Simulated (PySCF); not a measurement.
Job file and geometry (Å, from GFN2-xTB) of an NMR shielding run on SMILES C=CC1=C([SiH3])C[P@H](=O)C1, C6H11OPSi, GIAO PBE0/pcSseg-1 NMR shielding, non-relativistic, gas phase (PySCF 2.14.0, density-fitted response routines); density fitting, a coarse starting grid and PySCF grid level 2 are the driver's defaults:

```
$ OMP_NUM_THREADS=1 python probes_run.py task.json out

{"job": {"kind": "nmr", "xc": "PBE0", "basis": "pcSseg-1"}, "charge": 0, "multiplicity": 1}
C     -2.410080    -1.688224    -0.318457
C     -1.773573    -0.523945    -0.225086
C     -0.344350    -0.356408    -0.080254
C      0.267376     0.844327    -0.098962
Si    -0.579297     2.518897    -0.271487
C      1.765368     0.801232     0.012066
P      2.090148    -0.839934     0.754765
O      3.362666    -1.513818     0.490690
C      0.546658    -1.560649     0.084657
H     -3.479187    -1.733690    -0.434055
H     -1.897251    -2.634831    -0.291267
H     -2.338788     0.398028    -0.272564
H     -1.236752     2.619403    -1.576624
H     -1.557650     2.694296     0.804865
H      0.456583     3.546972    -0.161381
H      2.180436     1.630488     0.586062
H      2.238161     0.813770    -0.977338
H      1.810554    -0.655402     2.111447
H      0.114585    -2.319647     0.737672
H      0.779245    -2.030186    -0.877785
```

**Question.** What does the program print?

**Answer.** 
```
coarse grid: 17672 points
cycle   1  E = -940.3838385459  dE =  1.447e+00  |g| = 9.328e-01  |ddm| = 4.355e+00
cycle   2  E = -939.7637779978  dE =  6.201e-01  |g| = 1.949e+00  |ddm| = 3.964e+00
cycle   3  E = -940.5461793080  dE = -7.824e-01  |g| = 2.326e-01  |ddm| = 3.265e+00
cycle   4  E = -940.5576120031  dE = -1.143e-02  |g| = 9.666e-02  |ddm| = 4.135e-01
cycle   5  E = -940.5598130640  dE = -2.201e-03  |g| = 3.212e-02  |ddm| = 1.362e-01
cycle   6  E = -940.5600718374  dE = -2.588e-04  |g| = 9.261e-03  |ddm| = 3.942e-02
cycle   7  E = -940.5600932897  dE = -2.145e-05  |g| = 3.084e-03  |ddm| = 1.236e-02
cycle   8  E = -940.5600955214  dE = -2.232e-06  |g| = 7.463e-04  |ddm| = 3.459e-03
final grid: 161400 points
cycle   9  E = -940.6247703323  dE = -3.535e-05  |g| = 1.043e-02  |ddm| = 4.767e-02
cycle  10  E = -940.6247305496  dE =  3.978e-05  |g| = 1.736e-02  |ddm| = 3.219e-02
cycle  11  E = -940.6247938219  dE = -6.327e-05  |g| = 2.634e-03  |ddm| = 2.256e-02
cycle  12  E = -940.6247952433  dE = -1.421e-06  |g| = 2.424e-04  |ddm| = 2.655e-03
cycle  13  E = -940.6247952510  dE = -7.680e-09  |g| = 1.680e-04  |ddm| = 4.740e-04
cycle  14  E = -940.6247952580  dE = -6.989e-09  |g| = 4.684e-05  |ddm| = 2.090e-04
cycle  15  E = -940.6247952585  dE = -5.182e-10  |g| = 1.577e-05  |ddm| = 6.551e-05
converged SCF energy = -940.6247952585

GIAO shielding tensors (ppm)
atom      isotropic    diamagn.    paramagn.     s11        s22        s33       span
  0 C       62.012     254.672    -192.659    -42.739     60.639    168.138    210.877
  1 C       43.875     255.384    -211.509    -70.236     50.908    150.954    221.191
  2 C       32.097     264.230    -232.133    -80.409     39.561    137.138    217.546
  3 C       51.760     261.349    -209.589    -43.989     45.563    153.707    197.697
  4 Si     430.254     882.733    -452.480    392.149    431.777    466.835     74.686
  5 C      143.792     257.787    -113.995    121.522    139.191    170.664     49.142
  6 P      301.398     962.350    -660.952    138.180    257.343    508.670    370.490
  7 O      232.515     386.120    -153.606    126.792    283.540    287.212    160.421
  8 C      153.749     256.080    -102.331    135.303    156.623    169.322     34.018
  9 H       26.044      28.579      -2.535     24.150     24.780     29.203      5.053
 10 H       26.136      32.837      -6.701     23.112     24.465     30.832      7.721
 11 H       24.998      34.197      -9.200     22.211     22.606     30.176      7.965
 12 H       27.306      29.994      -2.688     23.914     25.674     32.330      8.416
 13 H       27.317      30.247      -2.930     23.888     25.964     32.099      8.211
 14 H       27.752      29.686      -1.934     23.955     27.082     32.219      8.264
 15 H       29.064      31.419      -2.356     25.019     28.701     33.471      8.451
 16 H       28.791      31.577      -2.786     26.063     26.864     33.445      7.383
 17 H       24.309      28.993      -4.684     21.133     23.149     28.644      7.511
 18 H       29.178      32.489      -3.311     25.152     28.670     33.711      8.559
 19 H       29.249      31.917      -2.668     26.210     27.096     34.442      8.231
```

**Question.** Turn these shieldings into chemical shifts. Chemical shifts δ = σref − σ; 13C (σ = 186.93 ppm), 29Si (σ = 349.16 ppm), 1H (σ = 31.72 ppm) against TMS; H3PO4 for 31P (σ = 318.38 ppm); H2O for 17O (σ = 336.08 ppm), all at this level.

**Answer.** Averaging equivalent atoms: C 2: 154.8; C 1: 143.0; C 3: 135.2; C 0: 124.9; C 5: 43.1; C 8: 33.2; Si 4: -81.1; P 6: 17.0; O 7: 103.6; H 17: 7.41; H 11: 6.72; H 9: 5.67; H 10: 5.58; H 12/13/14: 4.26; H 16: 2.93; H 15: 2.65; H 18: 2.54; H 19: 2.47 ppm. Experimental scales use liquid or dissolved standards, which lie at an offset from isolated H2O (liquid H2O: subtract about 36 ppm) and H3PO4.

Size and cost of the density-fitted run: 222 basis functions, of the order of 2.8 core-minutes.
